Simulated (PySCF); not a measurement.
Isomers of [C4H12Ga]- (charge -1). The calculation used PySCF, PBE0-D3(BJ)/def2-SVP geometry optimisation, gas phase. One conformer each; no zero-point energy, no entropy. No frequencies were run at this level. Point groups hold within 0.08 Å.

**Question.** Order them by energy at this level, lowest first, and give relative energies in kJ/mol.
A. [GaMe4]-, `[CH3][Ga-]([CH3])([CH3])[CH3]`
B. `C[C](C)(C)[GaH3-]`

**Answer.** A (0.0), B (34.5).

```json
{"SMILES": "[CH3][Ga-]([CH3])([CH3])[CH3]", "E (Eh)": "-2083.72619", "E rel (kJ/mol)": "0.0", "dipole about centre of mass (D)": "0.01", "point group": "near Td", "A, B, C (MHz)": "2650, 2648, 2643"}
{"SMILES": "C[C](C)(C)[GaH3-]", "E (Eh)": "-2083.71306", "E rel (kJ/mol)": "34.5", "dipole about centre of mass (D)": "3.26", "point group": "C3v", "A, B, C (MHz)": "4332, 1888, 1887"}
```
